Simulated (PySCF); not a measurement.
Isomers of C9H9Cl, from PBE0-D3(BJ)/def2-SVP geometry optimisation, gas phase in PySCF. One conformer each, no zero-point energy, no frequencies.

Question: Which isomer lies lower at this level?
A. `[CH2:1]=[CH:2][C:3]1=[CH:4][CH:5]=[C:6]([Cl:7])[CH:8]=[CH:9][CH2:10]1` with C1–C2–C3–C4 177°, C3–C4–C5–C6 31°, C5–C6–C8–C9 -33°, C8–C9–C10–C3 71°, C2–C3–C10–C9 112°: A = 3300, B = 604.7, C = 531.5 MHz, dipole 1.80 D
B. `[CH2:1]=[CH:2][CH2:3][c:4]1[cH:5][cH:6][c:7]([Cl:8])[cH:9][cH:10]1` with C1–C2–C3–C4 -119°, C2–C3–C4–C5 46°: A = 3753, B = 501.6, C = 452.6 MHz, dipole 1.79 D

Answer: B. That is `C=CCc1ccc(cc1)Cl`, 25.9 kcal/mol below the other.

| SMILES | mapped SMILES | E (Eh) | relative (kcal/mol) | relative (kJ/mol) | dipole (D) |
| --- | --- | --- | --- | --- | --- |
| C=CCc1ccc(Cl)cc1 | [CH2:1]=[CH:2][CH2:3][c:4]1[cH:5][cH:6][c:7]([Cl:8])[cH:9][cH:10]1 | -807.61216 | 0.0 | 0.0 | 1.79 |
| C=CC1=CC=C(Cl)C=CC1 | [CH2:1]=[CH:2][C:3]1=[CH:4][CH:5]=[C:6]([Cl:7])[CH:8]=[CH:9][CH2:10]1 | -807.57082 | 25.9 | 108.5 | 1.80 |

As drawn, the lower has an aromatic ring, which the higher lacks.
